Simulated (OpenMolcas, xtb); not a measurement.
# GeH3S (SMILES [S][GeH3]): methods side by side

GeH3S has 5 atoms, charge 0, and is taken as a doublet. As SMILES, `[S][GeH3]`. Geometry: relaxed at PBE0-D4/def2-TZVP.

Each level gives the dipole moment (D). The values are calculated.

```json
{"level": "GFN2-xTB", "kind": "semi-empirical", "program": "xtb", "value (D)": "2.13", "CPU time": "under 2 s"}
{"level": "GFN0-xTB", "kind": "semi-empirical", "program": "xtb", "value (D)": "0.99", "CPU time": "under 2 s"}
{"level": "GFN1-xTB", "kind": "semi-empirical", "program": "xtb", "value (D)": "1.53", "CPU time": "under 2 s"}
{"level": "UHF/STO-3G", "kind": "Hartree–Fock", "program": "OpenMolcas", "value (D)": "0.79", "CPU time": "3.7 s"}
{"level": "UHF/3-21G", "kind": "Hartree–Fock", "program": "OpenMolcas", "value (D)": "2.38", "CPU time": "3.3 s"}
{"level": "UHF/def2-SVP", "kind": "Hartree–Fock", "program": "OpenMolcas", "value (D)": "1.46", "CPU time": "10 s"}
{"level": "UHF/def2-SVPD", "kind": "Hartree–Fock", "program": "OpenMolcas", "value (D)": "1.49", "CPU time": "24 s"}
{"level": "USVWN/aug-pcseg-1", "kind": "LDA", "program": "OpenMolcas", "value (D)": "1.67", "CPU time": "17 s"}
{"level": "UPBE/pcseg-1", "kind": "GGA", "program": "OpenMolcas", "value (D)": "1.58", "CPU time": "18 s"}
{"level": "UB3LYP/6-31G* (spherical functions)", "kind": "global hybrid", "program": "OpenMolcas", "value (D)": "1.60", "CPU time": "31 s"}
```

All-electron rows without a relativistic Hamiltonian named are non-relativistic. The values span 0.79 to 2.38 D. Magnitudes only: a small dipole may point the other way at some levels. Sets without polarisation functions give poor dipoles. Without the sets that lack polarisation functions the rows with a basis span only 1.46 to 1.67 D. Times are those of the runs behind each value, whatever else they computed, on shared processors of several kinds: orders of magnitude only.
